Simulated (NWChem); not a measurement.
Species: BBr3; SMILES BrB(Br)Br

```xyz
4

B      0.0000     0.0000    -0.0028
Br    -1.8994    -0.2504    -0.0028
Br     0.7328     1.7701    -0.0028
Br     1.1666    -1.5197    -0.0028
```
Atoms are numbered in this order, from 1.

All runs: NWChem. Coordinates come from a B3LYP/6-31G* (spherical d) optimisation. Ions are spin-unrestricted doublets at the neutral geometry; other ion states weren't tried.

| level | basis functions | vertical ionisation energy, ΔSCF (eV) | −ε(HOMO) (eV) | ΔSCF minus −ε(HOMO) (eV) | relative time |
|---|---|---|---|---|---|
| PBE0/STO-3G | 59 | 8.28 | 5.70 | 2.58 | 1 |
| PBE0/def2-SVP | 110 | 10.34 | 8.24 | 2.10 | 4 |
| PBE0/def2-SVPD | 143 | 10.37 | 8.37 | 2.00 | 7 |
| PBE0/def2-TZVP | 175 | 10.34 | 8.34 | 2.00 | 7 |
| PBE0/def2-TZVPP | 175 | 10.34 | 8.34 | 2.00 | 6 |

Times are rough ratios from one shared machine.
